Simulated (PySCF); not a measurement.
Br2Ga, charge +1. Atoms are numbered in the order given.

```xyz
3

Ga     0.0000     0.0000     0.0000
Br     0.0000     0.0000    -2.1652
Br     0.0000     0.0000     2.1652
```
Charge +1, spin multiplicity 1.

Geometry optimised at ωB97X-D3(BJ)/def2-SVP. The spin state was assumed, not searched. The isomer is the one that the SMILES or the coordinates give; other isomers of the formula were not compared.

All values below come from TDA-ωB97X/def2-SVPD (PySCF).

Vertical excitations; the highest root listed may be one member of a degenerate set.  State labels are in the subgroup D2h.

| state | symmetry | energy (eV) | λ (nm) | f | main pairs |
|---|---|---|---|---|---|
| S1 | B3g | 4.96 | 250 | 0.000 | HOMO→LUMO (degenerate set) |
| S2 | B2g | 4.96 | 250 | 0.000 | HOMO−1→LUMO (degenerate set) |
| S3 | B3u | 5.56 | 223 | 0.022 | HOMO−2→LUMO (degenerate set) |
| S4 | B2u | 5.56 | 223 | 0.022 | HOMO−3→LUMO (degenerate set) |
| S5 | Au | 6.34 | 195 | 0.000 | HOMO→LUMO+2 49 %, HOMO−1→LUMO+1 49 % |
| S6 | Au | 6.40 | 194 | 0.000 | HOMO−1→LUMO+1, HOMO→LUMO+2 (degenerate set) |
| S7 | B1u | 6.40 | 194 | 0.000 | HOMO→LUMO+1, HOMO−1→LUMO+2 (degenerate set) |
| S8 | B1u | 6.66 | 186 | 0.001 | HOMO−4→LUMO 41 %, HOMO−1→LUMO+2 29 %, HOMO→LUMO+1 29 % |
| S9 | B1g | 6.82 | 182 | 0.000 | HOMO−2→LUMO+1 49 %, HOMO−3→LUMO+2 49 % |
| S10 | B1g | 6.95 | 178 | 0.000 | HOMO−3→LUMO+2 49 %, HOMO−2→LUMO+1 49 % |
| T1 | B3g | 4.50 | 276 | 0 | HOMO→LUMO (degenerate set) |
| T2 | B2g | 4.50 | 276 | 0 | HOMO−1→LUMO (degenerate set) |
| T3 | B3u | 5.03 | 246 | 0 | HOMO−2→LUMO (degenerate set) |
| T4 | B2u | 5.03 | 246 | 0 | HOMO−3→LUMO (degenerate set) |
Triplets are in the Tamm–Dancoff approximation.
